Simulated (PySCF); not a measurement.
Isomers of C8H12OSi, one GFN2-xTB conformer each. Single-point energies are computed at PBE0/pcSseg-1 (PySCF, gas phase, no added dispersion term), electronic only.

| SMILES | GFN2-xTB relative energy (kJ/mol) |
| --- | --- |
| C[SiH2]c1ccc(C2CC2)o1 | 43.2 |
| C=C1C=CO[Si@H]1C1CCC1 | 24.3 |
| C=CCCC1=CC(=O)[SiH2]C1 | 146.6 |
| [SiH3]c1cc(C2CCC2)co1 | 0.0 |
| c1coc([SiH]2CCCC2)c1 | 8.6 |
| C=CCc1ccc([SiH2]C)o1 | 74.7 |
| CC#C[C@@]1([SiH3])C[C@H]1C(C)=O | 179.8 |

Conformers: `[CH3:1][SiH2:2][c:3]1[cH:4][cH:5][c:6]([CH:7]2[CH2:8][CH2:9]2)[o:10]1` with C1–Si2–C3–C4 17°, C5–C6–C7–C8 151°; `[CH2:1]=[C:2]1[CH:3]=[CH:4][O:5][Si@H:6]1[CH:7]1[CH2:8][CH2:9][CH2:10]1` with O5–Si6–C7–C8 -57°, C1–C2–C3–C4 180°, C3–C4–O5–Si6 2°, C4–O5–Si6–C7 -122°, Si6–C7–C8–C9 134°; `[CH2:1]=[CH:2][CH2:3][CH2:4][C:5]1=[CH:6][C:7](=[O:8])[SiH2:9][CH2:10]1` with C1–C2–C3–C4 -123°, C2–C3–C4–C5 57°, C3–C4–C5–C6 -111°; `[SiH3:1][c:2]1[cH:3][c:4]([CH:5]2[CH2:6][CH2:7][CH2:8]2)[cH:9][o:10]1` with C3–C4–C5–C6 51°, C4–C5–C6–C7 -129°, C5–C6–C7–C8 9°, C6–C7–C8–C5 -9°, C4–C5–C8–C7 129°; `[cH:1]1[cH:2][o:3][c:4]([SiH:5]2[CH2:6][CH2:7][CH2:8][CH2:9]2)[cH:10]1` with O3–C4–Si5–C6 171°, C4–Si5–C6–C7 133°, Si5–C6–C7–C8 -39°, C6–C7–C8–C9 52°, C7–C8–C9–Si5 -37°; `[CH2:1]=[CH:2][CH2:3][c:4]1[cH:5][cH:6][c:7]([SiH2:8][CH3:9])[o:10]1` with C1–C2–C3–C4 -119°, C2–C3–C4–C5 87°, C6–C7–Si8–C9 -27°; `[CH3:1][C:2]#[C:3][C@@:4]1([SiH3:5])[CH2:6][C@H:7]1[C:8]([CH3:9])=[O:10]` with C6–C7–C8–C9 -162°.

Q: What does PBE0/pcSseg-1 give for the same structures?

A: 
```csv
SMILES,PBE0/pcSseg-1 E (Eh),PBE0/pcSseg-1 (kJ/mol),GFN2-xTB (kJ/mol),point group
c1coc([SiH]2CCCC2)c1,-676.15098,0.0,8.6,C1
C=C1C=CO[Si@H]1C1CCC1,-676.12829,59.6,24.3,C1
C[SiH2]c1ccc(C2CC2)o1,-676.12002,81.3,43.2,C1
C=CCc1ccc([SiH2]C)o1,-676.11899,84.0,74.7,C1
C=CCCC1=CC(=O)[SiH2]C1,-676.10834,112.0,146.6,C1
[SiH3]c1cc(C2CCC2)co1,-676.10189,128.9,0.0,Cs
CC#C[C@@]1([SiH3])C[C@H]1C(C)=O,-676.06106,236.1,179.8,C1
```

GFN2-xTB puts [SiH3]c1cc(C2CCC2)co1 lowest instead; measured from each level's own lowest isomer, the values differ by up to 128.9 kJ/mol ([SiH3]c1cc(C2CCC2)co1: 0.0 against 128.9). As drawn, the lowest has an aromatic ring, which the highest lacks; the highest has a three-membered ring, a C=O bond and a C≡C bond, which the lowest lacks. Neighbours under 10 kJ/mol apart (C[SiH2]c1ccc(C2CC2)o1 and C=CCc1ccc([SiH2]C)o1) can change places with a better method, another conformer or zero-point energy.

Q: Which frontier levels, dipoles and rotational constants go with these structures?

A: 
```
                         SMILES  HOMO (eV, PBE0/pcSseg-1)  LUMO (eV)  dipole (D)       A, B, C (MHz)
           c1coc([SiH]2CCCC2)c1                     -6.58      -0.12        0.88  2850, 644.6, 608.6
          C=C1C=CO[Si@H]1C1CCC1                     -6.09      -0.73        1.01  2134, 788.7, 705.5
          C[SiH2]c1ccc(C2CC2)o1                     -6.07       0.02        0.93  2799, 587.7, 512.5
           C=CCc1ccc([SiH2]C)o1                     -6.34      -0.19        0.91  3039, 492.9, 471.7
         C=CCCC1=CC(=O)[SiH2]C1                     -6.41      -1.55        4.32  1796, 691.5, 658.5
          [SiH3]c1cc(C2CCC2)co1                     -6.51      -0.10        1.20  2890, 554.6, 505.2
CC#C[C@@]1([SiH3])C[C@H]1C(C)=O                     -6.81      -0.49        2.03   1076, 1012, 623.9
```
